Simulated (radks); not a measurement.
The numbers below are computed, except where a source is named.
How relativity changes the ionisation of the silver ion Ag3+ ([Kr] 4d8) to Ag4+ ([Kr] 4d7). Spin-unpolarised spherical Kohn-Sham, PBE, point nucleus unless stated (finite: rms radius 4.5454 fm), a radial shooting solver on a logarithmic mesh with Libxc functionals. A level marked "c x" has the speed of light scaled by that factor and shares open shells by 2j + 1; other Dirac levels either fill j = l - 1/2 first or share by 2j + 1.

level                               E(Ag3+) (hartree)  E(Ag4+) (hartree)  IE (eV)   HOMO  <r> HOMO (bohr)
non-rel.                                  -5197.13961        -5195.21715   52.313     4d            1.239
scalar-rel.                               -5313.60706        -5311.70654   51.716     4d            1.249
scalar-rel., finite nucleus               -5313.49739        -5311.59686   51.716     4d            1.249
Dirac, 2j+1 shares                        -5314.81278        -5312.91247   51.710  4d5/2            1.254
Dirac, low j first                        -5314.83245        -5312.94436   51.378  4d5/2            1.255
Dirac, 2j+1 shares, finite nucleus        -5314.70284        -5312.80252   51.710  4d5/2            1.254
Dirac, c x 0.85                           -5363.96110        -5362.06922   51.481  4d5/2            1.261
Dirac, c x 1.5                            -5247.73691        -5245.82433   52.044  4d5/2            1.246
Dirac, c x 2                              -5225.28451        -5223.36761   52.162  4d5/2            1.243

NIST Atomic Spectra Database: 49 eV (theoretical). The relativistic part of the total energy of Ag3+ is -117.6 hartree (Dirac, 2j+1 shares, finite nucleus), 2.3 % of the non-relativistic value. Spin polarisation and multiplet splitting of open shells are left out at every level.

Beside tabulated values, note that relativity, absent from the non-relativistic runs, is large for the heavy elements, and spin-unpolarised runs miss the spin-polarisation part of the exchange energy of open shells.
